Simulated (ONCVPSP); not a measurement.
Scattering properties, ONCV potential for Cr (Z = 24)

- Element: Cr (Z = 24)
- Generator: ONCVPSP 4.0.1
- Type: optimised norm-conserving Vanderbilt (ONCV)
- Functional: PBE
- Relativity: scalar-relativistic
- Frozen core: [Ne]
- Valence charge: 14
- Reference configuration: 3s2 3p6 3d5 (charge +1)
- Partial waves: 3s: rc 1.40 bohr, ncon 3, nbas 8, qcut 7.7 1/bohr, local; 3p: rc 1.40 bohr, ncon 5, nbas 9, qcut 9.1 1/bohr, 3 projectors, debl 2.4 Ha; 3d: rc 2.30 bohr, ncon 3, nbas 7, qcut 8.2 1/bohr, 1 projector
- Local potential: the s channel
- Core correction: polynomial model core, fcfact 0.65

The phase is arctan(r·R′/R) of the radial function R(r), unwrapped; energies in Ha, scanned from -4 to 5 Ha. A pole is an energy at which the radial function vanishes at the test radius. The pseudo phase is shifted by a multiple of π to meet the all-electron one at the reference energy, and phase errors are pseudo minus all-electron; the curves can meet again beyond the range given. Levels narrower than the energy grid can be missing from the lists of poles.

| channel | radius (bohr) | reference energy (Ha) | poles, all-electron | poles, pseudo | unbroken range about the reference energy with phases within 0.05 rad | phase error 1 Ha above the reference energy (rad) |
| --- | --- | --- | --- | --- | --- | --- |
| s | 1.42 | -2.98 | -2.27 | -2.32 | -3.6 to -1.4 | -0.021 |
| p | 1.42 | -1.93 | -1.07 | -1.07 | the whole range | +0.000 |
| d | 2.34 | -0.36 | -0.20, 2.66 | -0.19, 3.40 | below 0.3 | +0.256 |

Phases in the p channel:

```
E (Ha)  all-electron  pseudo
 -3.98         1.018   1.018
 -3.74         0.944   0.944
 -3.50         0.838   0.838
 -3.26         0.677   0.677
 -3.02         0.420   0.420
 -2.78         0.017   0.017
 -2.54        -0.478  -0.478
 -2.30        -0.885  -0.885
 -2.06        -1.146  -1.146
 -1.82        -1.311  -1.311
 -1.58        -1.422  -1.422
 -1.34        -1.503  -1.503
 -1.10        -1.565  -1.565
 -0.86        -1.616  -1.616
 -0.62        -1.660  -1.660
 -0.38        -1.701  -1.701
 -0.14        -1.739  -1.739
  0.10        -1.777  -1.777
  0.34        -1.817  -1.817
  0.58        -1.859  -1.859
  0.82        -1.905  -1.905
  1.06        -1.959  -1.959
  1.30        -2.023  -2.023
  1.54        -2.101  -2.101
  1.78        -2.200  -2.200
  2.02        -2.329  -2.329
  2.26        -2.500  -2.500
  2.50        -2.725  -2.725
  2.74        -3.005  -3.005
  2.98        -3.310  -3.310
  3.22        -3.591  -3.591
  3.46        -3.818  -3.818
  3.70        -3.989  -3.989
  3.94        -4.117  -4.117
  4.18        -4.214  -4.214
  4.42        -4.289  -4.289
  4.66        -4.348  -4.348
  4.90        -4.396  -4.396
```
